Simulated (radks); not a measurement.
Values are calculated unless marked as measured or tabulated.
Dipole-allowed excitations along the series with 46 electrons in [Kr] 4d10. Level of theory: scalar-relativistic Kohn-Sham, LDA (Slater exchange, Perdew-Wang correlation), spin-unpolarised, spherical densities, finite nucleus; Fermi nuclear charge, rms radius of each element as measured or else 0.836 A^(1/3) + 0.57 fm (a radial shooting solver on a logarithmic mesh with Libxc functionals). Time-dependent linear response with the Hartree and adiabatic LDA kernel, continuum included through the Sternheimer equations, no spin-orbit coupling, so fine structure and intercombination lines are absent. Lines are the poles of the dipole polarisability below minus the highest occupied eigenvalue, found on a grid refined at the orbital gaps; the lowest seven at most are given, and weak or close lines can be missed. The first line takes the name of the lowest orbital gap if no other gap lies below it; otherwise a line is named after a gap within 0.6 % of it, if that gap stands alone.

species  -e(HOMO) (eV)  lowest orbital gap (eV)  first line (eV)      f  strongest line (eV)  its f  static alpha (bohr^3)
In3+            48.132             4d-5p 23.345   24.110 (4d-5p)  0.833            the first  0.833                  3.540
Sn4+            67.907             4d-5p 31.490   32.342 (4d-5p)  0.895  52.402 (unassigned)   1.75                  2.429
Sb5+            89.871             4d-5p 40.368   41.300 (4d-5p)  0.937  65.816 (unassigned)   1.85                  1.773
